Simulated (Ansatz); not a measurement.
Species: C$_{4}$H$_{3}$OSe, charge -1, multiplicity 1. It need not be the lowest isomer of its formula. Whether it binds its extra electron was not tested at this geometry. 
Structure (B3LYP-D3(BJ)/def2-TZVP (Ansatz, a quantum-chemistry and plane-wave program) minimum search):
```
C
C 1 1.3480
H 2 1.0797 1 128.12
H 1 1.0850 2 123.00 3 0.00
C 1 1.4833 4 118.90 2 180.00
O 5 1.2666 1 122.58 4 0.00
C 5 1.4054 6 127.68 1 -180.00
H 7 1.0784 5 126.25 6 0.00
Se 2 1.8855 3 120.28 1 180.00
```
Charge -1, spin multiplicity 1.

Basis-set convergence of Hartree-Fock and CCSD(T) correlation energies (hartree) with Ansatz. Valence correlation only, unless marked. No spin-orbit coupling. Frozen are the shells of the preceding noble gas and the d and f shells that filled before the atom's block. Non-relativistic. This anion needs diffuse functions, which these sets lack.

```
basis    functions        E(HF)  E(corr, CCSD(T))
-------  ---------  -----------  ----------------
cc-pVDZ        112  -2627.86465          -0.89449
cc-pVTZ        235  -2628.01101          -1.10589
cc-pVQZ        433  -2628.03331          -1.17543
cc-pV5Z        724            ?                 ?
```

**Question.** Fill in the missing entries.

**Answer.** 
- cc-pV5Z, E(HF): -2628.03911
- cc-pV5Z, E(corr, CCSD(T)): -1.19960
